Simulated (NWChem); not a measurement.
# C2H5BFNO; SMILES N(/B(F)O)=C\C

```xyz
11

C     -0.0358     2.7466    -0.2928
C      0.0168     1.3714     0.3112
N     -0.0574     0.3113    -0.3701
B     -0.0087    -1.0737    -0.0623
O      1.1840    -1.7258     0.0590
F     -1.1558    -1.7795     0.0080
H     -0.8764     3.3146     0.1278
H      0.8768     3.3043    -0.0433
H     -0.1421     2.6861    -1.3784
H      0.1253     1.3557     1.4100
H      1.0475    -2.6805     0.1503
```
Atoms are numbered in this order, from 1.

Structure relaxed at the B3LYP/6-31G* (spherical d) level.

### Question
Give the principal values of the shielding tensors (ppm) of C1, C2, N3, B4, O5 from PBE0/pcSseg-1, GIAO (NWChem), with their diamagnetic and paramagnetic parts as GIAO splits them.

### Answer
```
atom     σ11     σ22    σ33  isotropic  diamagnetic  paramagnetic
----  ------  ------  -----  ---------  -----------  ------------
C1     133.5   141.2  187.2      154.0        249.7         -95.7
C2     -77.2   -20.9  130.7       10.9        253.9        -243.0
N3    -395.9  -138.8  188.8     -115.3        328.3        -443.6
B4      58.8    82.1   93.1       78.0        198.1        -120.1
O5     166.2   261.9  276.7      234.9        388.3        -153.4
```
